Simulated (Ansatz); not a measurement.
C₂H₇BO₃, SMILES C[C@H](O)B(O)O.

The structure is a stationary point at PBE0-D3(BJ)/def2-SVP. The structure was generated by enumeration; whether it is a known compound was not checked. Other conformers were not sampled.

Two levels are set side by side: PBE/def2-SVPD (Ansatz, a program for electronic structure) and ωB97X-V/def2-SVPD (Ansatz). Energy differences of separate SCF runs at the same geometry; the states with an electron removed or added have multiplicity 2 and 2. Differences are taken from unrounded values.

| quantity | ωB97X-V |
|---|---|
| vertical ionisation energy (eV) | 10.74 |
| vertical singlet–triplet gap (eV) | 7.18 |

What does PBE give, and how far is it from ωB97X-V? (The exact figures need the calculation; the answer reports its results.)


```
quantity                            PBE  PBE minus ωB97X-V
---------------------------------  ----  -----------------
vertical ionisation energy (eV)    9.91              -0.83
vertical singlet–triplet gap (eV)  6.28              -0.90
```
